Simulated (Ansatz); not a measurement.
Species: C3H9BN, net charge -1, singlet state. It need not be the lowest isomer of its formula. Whether it binds its extra electron was not tested at this geometry. 
Structure (B3LYP-D3(BJ)/def2-TZVP (Ansatz, a quantum-chemistry and plane-wave program) minimum search):
```xyz
14

C      1.0705     0.6937     1.0843
B      0.4636    -0.2418     0.1395
C      1.0730    -1.7064    -0.1787
N     -0.7671     0.0473    -0.6467
C     -1.5761     1.1998    -0.3448
H      0.6704     1.6767     1.3347
H      2.0075     0.4718     1.5955
H      0.3590    -2.5139     0.0491
H      1.9765    -1.9051     0.4061
H      1.3342    -1.8255    -1.2404
H     -1.3272    -0.7598    -0.8820
H     -0.9654     2.1045    -0.4293
H     -1.9939     1.2080     0.6802
H     -2.4137     1.2982    -1.0491
```
Charge -1, spin multiplicity 1.

Total electronic energies in hartree. Correlated levels leave the core frozen unless marked. No spin-orbit coupling. No relativistic terms. Basis-set limits of correlation are two-point, X^-3; Hartree-Fock from the larger set. [CCSD(T)-MP2]/basis is that difference in the basis named.

| level | program | energy (Eh) |
|---|---|---|
| HF/STO-3G | Ansatz | -195.41864 |
| PBE0-D4/def2-TZVP | Ansatz + dftd4 | -199.19215 |
| HSE06-D4/def2-TZVPD | Ansatz + dftd4 | -199.18324 |
| RI-MP2/cc-pVQZ | Ansatz | -198.97523 |
| SCS-MP2/cc-pVDZ | Ansatz | -198.67015 |
| CCSD/6-31G | Ansatz | -198.36715 |
| CCSD/cc-pVQZ | Ansatz | -199.01125 |
| CCSD(T)/STO-3G | Ansatz | -195.74245 |
| RI-MP2/CBS(aug-cc-pVTZ,aug-cc-pVQZ)+[CCSD(T)-MP2]/aug-cc-pVTZ | Ansatz | -199.1048 |

Totals of different functionals don't rank their quality; only differences between species are comparable.
